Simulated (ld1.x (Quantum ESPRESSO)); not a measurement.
# Varying the TM potential for Fe

Base potential:

ld1.x (Quantum ESPRESSO) 7.5 input, shortened:

```
&input
   title='Fe', zed=26., rel=1, dft='PW91', iswitch=3,
   config='[Ar] 3d6 4s1.5 4p0 4f-2'
 /
 &inputp
   pseudotype=2, tm=.true., lloc=0,
   nlcc=.true., rcore=0.85
 /
4
3P  2  1   6.00   0.00  0.90  0.90  0.0
3D  3  2   6.00   0.00  1.75  1.75  0.0
4F  4  3  -2.00   0.05  1.75  1.75  0.0
3S  1  0   2.00   0.00  1.10  1.10  0.0
 &test
   configts(1)='3s2 3p6 3d6 4s1.5 4p0'
 /
```

Occupied shells without a wave of their own: 4s. They enter only through the test configuration that unscreens the potential, and ld1.x also counts them in the model core charge.

Cutoffs, loose and tight: the cutoffs (Ry, on a coarse ladder) from which the occupation-weighted sum of valence levels, in a spherical-Bessel basis at the reference potential, stays within 10 and 1 mRy of its value at 400 Ry. They do not see the model core or the augmentation charge, which bear on the density cutoff. Test errors are all-electron minus pseudo excitation energies from the reference, over the configurations 3s2 3p6 3d6 4s2 4p0; 3s2 3p6 3d6 4s1 4p0; 3s2 3p6 3d6 4s0 4p0; 3s2 3p5 3d6 4s2 4p0; 3s2 3p6 3d7 4s1 4p0; 3s2 3p6 3d6.5 4s1.5 4p0; 3s2 3p6 3d5 4s2 4p0. A dash means not determined; rows that change the core or the reference have their own tests.

With those shells counted twice in exchange and correlation these files are broken, and their errors move erratically; no question is asked of them.

A true bound ghost makes a file unfit for plane-wave use even where its test errors are small: the radial tests pick states by their node count and pass the ghost by.

| change | outcome | cutoff, loose | cutoff, tight | bound ghosts | largest test error (meV) |
| --- | --- | --- | --- | --- | --- |
| base | generated, misses its reference levels by 0.36 eV | 140 Ry | 230 Ry | none | -1158 |
| wave 4f channel at 0.05 Ry: rc 1.75 bohr becomes 4f channel at 0.05 Ry: rc 1.64 bohr | generated, misses its reference levels by 0.36 eV | 140 Ry | 230 Ry | none | -1158 |
| core [Ar], valence charge 8; reference 3d6 4s2 4p0; waves now 4p (bound): rc 2.15 bohr; 3d (bound): rc 1.60 bohr; 4f channel at 0.05 Ry: rc 2.25 bohr; 4s (bound): rc 2.40 bohr; core correction a·sin(br)/r model core inside 1.35 bohr | generated | 100 Ry | 160 Ry | none | -1826 |
| wave 4f channel at 0.05 Ry: rc 1.75 bohr becomes 4f channel at -0.08 Ry: rc 1.75 bohr | generated, misses its reference levels by 0.36 eV | 140 Ry | 230 Ry | none | -1158 |
| local potential all-electron potential smoothed inside 1.20 bohr (lloc = -1) | generated | 140 Ry | 230 Ry | none | -275 |
| core correction a·sin(br)/r model core inside 0.86 bohr | generated, misses its reference levels by 0.36 eV | 140 Ry | 230 Ry | none | -1158 |
| reference 3s2 3p6 3d6 4s2 4p0 | generated, misses its reference levels by 0.32 eV | 140 Ry | 230 Ry | none | -2606 |
| wave 3d (bound): rc 1.75 bohr becomes 3d (bound): rc 2.54 bohr | generated, misses its reference levels by 0.36 eV | 140 Ry | 230 Ry | none | -1169 |
| wave 3s (bound): rc 1.10 bohr becomes 3s (bound): rc 1.00 bohr | generated, misses its reference levels by 0.19 eV | 160 Ry | 260 Ry | none | -786 |
| type RRKJ | generated, misses its reference levels by 0.36 eV | 160 Ry | 260 Ry | f | -1159 |
| functional BP86 | generated, misses its reference levels by 0.36 eV | 140 Ry | 230 Ry | none | -1282 |
